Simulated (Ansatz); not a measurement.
Cartesian coordinates in Å:
```
F 1.672 -1.416 -0.743
Si 0.991 -0.314 0.205
Ga -1.380 -0.485 0.477
Se 1.105 1.783 -0.698
H 1.852 -0.186 1.408
H -2.258 -0.654 -0.815
H -2.049 -0.234 1.872
H 0.069 1.506 -1.705
```

Total charge 0; spin multiplicity 1.

Question: List the r2SCAN/def2-TZVPP orbital energies in eV (Ansatz). (Best estimate.)

Answer: The calculation gave: Occupied: -12334.50, -10122.57, -1792.45, -1575.16, -1412.40, -1412.37, -1412.34, -1244.80, -1101.24, -1101.13, -1101.12, -666.23, -211.28, -154.74, -154.63, -154.50, -148.32, -142.74, -101.31, -100.97, -100.94, -97.65, -97.62, -97.54, -55.10, -55.07, -54.97, -54.89, -54.88, -31.30, -20.88, -20.75, -20.71, -20.60, -20.56, -18.66, -14.00, -11.94, -11.54, -11.10, -10.71, -9.82, -8.52, -7.93, -7.14, -6.48. Lowest empty: -2.82, -0.87, -0.76, 0.10, 0.22, 1.06, 1.70, 2.83.
